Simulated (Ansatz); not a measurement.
`CC[SiH](O)P` + `O[SiH](O)[SiH3]` → `CC[SiH](O)O` + `O[SiH]([SiH3])P`  (redistribution)

Gas-phase electronic energies from Ansatz, PBE0-D4/def2-TZVP geometries. CBS: MP2 limit from def2 TZ/QZ plus the TZ coupled-cluster correction, frozen cores. This one scheme is used for every species. One conformer a species, not always the lowest.

| species | HF/def2-QZVPP energy (Eh) |
| --- | --- |
| `CC[SiH](O)P` | -785.68400 |
| `O[SiH](O)[SiH3]` | -731.30066 |
| `CC[SiH](O)O` | -519.30419 |
| `O[SiH]([SiH3])P` | -997.68742 |

(1) Work out ΔE.

Largest T1 diagnostic among the species: 0.014.

Results:

(1) ΔE = (-519.30419) + (-997.68742) − (-785.68400) − (-731.30066) = -0.00695 Eh = -18.2 kJ/mol. CCSD(T)/CBS gives -14.8 kJ/mol.

In def2-TZVPP, CCSD(T) changes the Hartree–Fock value by +3.5 kJ/mol (the triples alone add +0.7 kJ/mol) and MP2 by +3.4 kJ/mol.
